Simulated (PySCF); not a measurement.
# Computed vibrations of HoO(OH)

HoO(OH) (singlet in the valence; each metal's 4f electrons, 10 of them, lie in its core potential, out of spins and levels). PySCF 2.14.0, RKS PBE0, Ho lcecp-1-SVP with ECP56, O def2-SVP, H def2-SVP; non-relativistic Hamiltonian with scalar-relativistic core potentials where named; density fitting; no spin-orbit coupling. Central differences of gradients.

```xyz
4

Ho    0.0644   -0.0111   -0.1754
O     1.3195    0.0578    1.1497
O    -1.8396    0.0504    0.5696
H    -2.2899    0.1054    1.4153
```

Run from Python with OMP_NUM_THREADS=2. Where DIIS fails, smearing, a level shift and second-order steps follow.
It took 29 s on 2 threads of AMD EPYC 7B13 (Zen 3), with other jobs on the host.

(1) What are the harmonic wavenumbers and infrared intensities?

(2) Is this a minimum?

An lcecp potential fixes the number of 4f electrons, so in runs with it no electron can move into or out of that shell.

Results:

(1) Modes are labelled in Cs; negative numbers are unstable modes, those under 60 cm⁻¹ near the noise; a finer grid moves soft modes by up to 10 cm⁻¹.
```json
{"cm⁻¹": "155", "km/mol": "35.2", "symmetry": "a'"}
{"cm⁻¹": "428", "km/mol": "146.3", "symmetry": "a'"}
{"cm⁻¹": "508", "km/mol": "154.8", "symmetry": "a''"}
{"cm⁻¹": "593", "km/mol": "96.9", "symmetry": "a'"}
{"cm⁻¹": "823", "km/mol": "162.8", "symmetry": "a'"}
{"cm⁻¹": "3964", "km/mol": "102.6", "symmetry": "a'"}
```

(2) Yes. Ideal gas at 298.15 K and 1 bar: S = 309.8 J/(mol K), Cp = 59.2 J/(mol K), H − H(0 K) = 13.5 kJ/mol (rigid rotor, harmonic modes, spin degeneracy alone, that of the 4f electrons in the core included).
